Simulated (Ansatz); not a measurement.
Mulliken charges of `Br[B]1[SiH2][SnH2]1` from ωB97M-V/def2-TZVPP in Ansatz (PBE0-D4/def2-TZVP geometry).

```tsv
atom	x (Å)	y (Å)	z (Å)	charge (e)
Br1	0.010	-0.366	2.941	-0.056
B2	0.478	-0.034	1.120	-0.061
Si3	0.087	1.420	-0.027	-0.033
Sn4	-0.018	-1.342	-0.524	0.260
H5	0.842	1.506	-1.300	0.009
H6	-0.707	2.646	0.248	-0.003
H7	0.594	-1.310	-2.111	-0.054
H8	-1.193	-2.576	-0.403	-0.062
```

Question: By hand: the dipole of these point charges (1 e Å = 4.8032 D).

Answer: Σ q r = (0.014, -0.137, -0.242) e Å, of length 0.278 e Å = 1.34 D.

Question: How does the dipole of the full density compare? (An estimate is asked.)

Answer: Ansatz gave: (-0.029, -0.022, -0.344) e Å, 1.66 D; the point charges give 0.81 times that, at 27° from its direction.

Point charges leave out the atoms' own dipoles, such as those of lone pairs, and Mulliken's split depends on the basis, so the two needn't agree.
